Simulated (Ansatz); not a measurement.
Input for Ansatz (an electronic-structure program): U-CCSD(T)/aug-cc-pVTZ on BeFHO (SMILES [OH][Be][F]), a point of a bond scan (R = 0.763 Å).

Ansatz 0.2 input:
```yaml
crystal:
  periodic: [false, false, false]
  atoms:
    - {symbol: Be, position_ang: [0.02934244, 0.01481768, -0.02556009]}
    - {symbol: F, position_ang: [0.98280109, 0.52800817, -0.89505489]}
    - {symbol: O, position_ang: [-0.99864586, -0.46736623, 0.82454057]}
    - {symbol: H, position_ang: [-0.97845930, -0.95140474, 1.41403597]}
basis:
  gaussian:
    orbitals: aug-cc-pVTZ
correlation: {method: ccsd_t, electrons: outside_noble_gas}
scf: {omitted_lower_state_checks: [cluster_reference]}
magnetization: {spin_polarized: true, initial_magnetization: 0}
```

Output:

```
WARN ansatz: RAYON_NUM_THREADS=1 ignored (pool sized by the plan → 1); use --threads N
Functional definition: HF
these checks for a lower state are left out or cut short: cluster_reference
integrals: 0.71 GiB planned
977 factors; integrals over basis functions are off by at most 1.0e-3 eV
mean field: 0.43 GiB planned
mean field evaluation 1: about -5158.2784 eV, gradient 3.4e1 eV
mean field evaluation 2: about -5158.2787 eV, gradient 3.4e1 eV
mean field evaluation 4: about -5161.8913 eV, gradient 1.3e0 eV
mean field evaluation 8: about -5161.9062 eV, gradient 1.6e-4 eV
mean field -5161.90620566 eV, -189.6965541922 hartree, gradient 1.9e-6 eV, S^2 0.000000; 0 other end points of the search recorded, 0 dependent functions left out
3 core orbitals not correlated
reference -5161.90620566 eV, -189.6965541922 hartree; 8, 8 occupied and 150, 150 virtual orbitals, 977 factors
second order -14.98507240 eV of doubles, -0.00000000 eV of singles
coupled cluster: 1.94 GiB planned
cycle   1  -14.69853142 eV  change    2.9e-1 eV  update   7.7e-2
cycle   2  -14.96102837 eV  change   -2.6e-1 eV  update   2.2e-2
cycle   3  -15.02579098 eV  change   -6.5e-2 eV  update   1.1e-2
cycle   4  -15.01866250 eV  change    7.1e-3 eV  update   2.4e-3
cycle   5  -15.01617260 eV  change    2.5e-3 eV  update   8.0e-4
cycle   6  -15.01639271 eV  change   -2.2e-4 eV  update   2.4e-4
cycle   7  -15.01639524 eV  change   -2.5e-6 eV  update   7.0e-5
cycle   8  -15.01637932 eV  change    1.6e-5 eV  update   2.2e-5
cycle   9  -15.01638391 eV  change   -4.6e-6 eV  update   7.7e-6
perturbative correction -0.47518203 eV, -0.0174626175 hartree
Total energy: -5177.39777160 eV, -190.2658587401 hartree
Checks for a lower state left out: cluster_reference
```

The run converged.

Cost: around 50 core-seconds (rough).
